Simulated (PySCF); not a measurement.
Structure problem from calculated spectra and properties.

Formula: C3H11ClO2Si3.

- 13C NMR: chemical shifts (computed TMS as zero) by class: 68.6 (1 C), 30.2 (1 C), 27.6 (1 C) ppm [GIAO PBE0/pcSseg-1]
- 1H NMR: chemical shifts (computed TMS as zero) by class: 6.19 (1 H), 5.89 (1 H), 5.72 (1 H), 5.69 (1 H), 4.45 (1 H), 1.41 (3 H), 1.37 (3 H) ppm [GIAO PBE0/pcSseg-1]
- Rotational structure: rotational constants A, B, C: 1.031, 0.645, 0.461 GHz [GFN2-xTB]
- NMR, other nuclei: isotropic shieldings of nuclei other than C and H, by class: 222 (1 O), 233 (1 O), 334 (1 Si), 350 (1 Si), 353 (1 Si), 1018 (1 Cl) ppm [GIAO PBE0/pcSseg-1]
- Dipole: 1.59 D [PBE0/pcSseg-1]

Gas-phase values; electronic properties from PySCF, density fitting. Levels stand in brackets. Geometry: GFN2-xTB, one conformer, isolated molecule. NMR values are class means; diastereotopic atoms form classes of their own.

Question: Propose a structure and show how it fits.

Answer: Numbering: `[CH3:1][CH:2]([CH3:3])[O:4][Si@@H:5]1[O:6][SiH2:7][Si@@H:8]1[Cl:9]`. Its formula, C3H11ClO2Si3, gives 1 degree of unsaturation: 1 ring and 0 π bonds in the structure found. 3 carbons fall into 3 classes; from least to most shielded: chain sp3 carbon bound to oxygen [C2] (68.6 ppm), methyl carbon [C1] (30.2 ppm), methyl carbon [C3] (27.6 ppm). Hydrogen classes from least to most shielded: 1 H on a chlorine-bound silicon, Si8 (6.19 ppm), 1 H on an oxygen-bound silicon, Si7 (5.89 ppm), 1 H on an oxygen-bound silicon, Si5 (5.72 ppm), 1 H on an oxygen-bound silicon, Si7 (5.69 ppm), 1 H on an sp3 carbon bound to oxygen, C2 (4.45 ppm), 3 H on a methyl carbon, C1 (1.41 ppm), 3 H on a methyl carbon, C3 (1.37 ppm, a mean of values up to 0.7 ppm apart in this geometry). The other shieldings belong to: 222 ppm, siloxane oxygen [O6]; 233 ppm, silyl ether oxygen [O4]; 334 ppm, chlorine-bound silicon [Si8]; 350 ppm, oxygen-bound silicon [Si7]; 353 ppm, oxygen-bound silicon [Si5]; 1018 ppm, silicon-bound chlorine [Cl9]. The optimised geometry has point group C1 and is an asymmetric top. Structure: `CC(C)O[Si@@H]1O[SiH2][Si@@H]1Cl`. Computed isomers that give other values at the same levels: `C[C@@H]1C[Si@@](O[SiH3])([SiH2]Cl)O1` (13C chemical shifts (computed TMS as zero) by class: 74.6 (1 C), 35.1 (1 C), 30.0 (1 C) ppm); `CO[SiH2]/C=C(/O[SiH3])[SiH2]Cl` (13C chemical shifts (computed TMS as zero) by class: 178.5 (1 C), 110.5 (1 C), 52.2 (1 C) ppm); `CC1(C)O[Si@H]([SiH2]Cl)O[SiH2]1` (1H chemical shifts (computed TMS as zero) by class: 5.65 (1 H), 5.22 (1 H), 5.20 (1 H), 4.82 (1 H), 4.73 (1 H), 1.40 (3 H), 1.40 (3 H) ppm). The assignments are read from this structure; whether some other isomer fits the data as well wasn't checked. The mirror image fits equally.

Shape of the structure used: `[CH3:1][CH:2]([CH3:3])[O:4][Si@@H:5]1[O:6][SiH2:7][Si@@H:8]1[Cl:9]`: C1–C2–O4–Si5 -45°, C2–O4–Si5–O6 -176°.
